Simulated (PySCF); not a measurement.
**From a computed spectrum to the compound**

A species of 8 atoms with charge 0 has these harmonic modes (PBE0, small Gaussian bases with core potentials, PySCF 2.14.0):

| cm⁻¹ | km/mol | symmetry |
| --- | --- | --- |
| 63 | 5.2 | e |
| 63 | 5.2 | e |
| 64 | 30.2 | a1 |
| 74 | 4.9 | e |
| 74 | 4.9 | e |
| 124 | 0.0 | a2 |
| 316 | 4.2 | a1 |
| 327 | 2.8 | a1 |
| 338 | 76.6 | e |
| 338 | 76.6 | e |
| 557 | 51.4 | e |
| 557 | 51.4 | e |
| 1222 | 168.0 | a1 |
| 1625 | 26.9 | e |
| 1625 | 26.9 | e |
| 3485 | 39.7 | a1 |
| 3606 | 56.9 | e |
| 3606 | 56.9 | e |

**Question.** Which species is it, and in which structure?

**Answer.** DyCl3(NH3) (singlet in the valence; each metal's 4f electrons, 9 of them, lie in its core potential, out of spins and levels):
```xyz
8

Dy    0.0398   -0.0398    0.0398
Cl    1.1811    1.8588    1.1811
Cl   -1.8588   -1.1811    1.1811
Cl    1.1811   -1.1811   -1.8588
N    -1.3772    1.3772   -1.3772
H    -1.9867    1.9867   -0.8271
H    -0.8271    1.9867   -1.9867
H    -1.9867    0.8271   -1.9867
```
Ideal gas at 298.15 K and 1 bar: S = 438.1 J/(mol K), Cp = 120.2 J/(mol K), H − H(0 K) = 27.3 kJ/mol (rigid rotor, harmonic modes, spin degeneracy alone, that of the 4f electrons in the core included). An lcecp potential fixes the number of 4f electrons, so in runs with it no electron can move into or out of that shell.
 The answer isn't unique; the calculation gave this one.
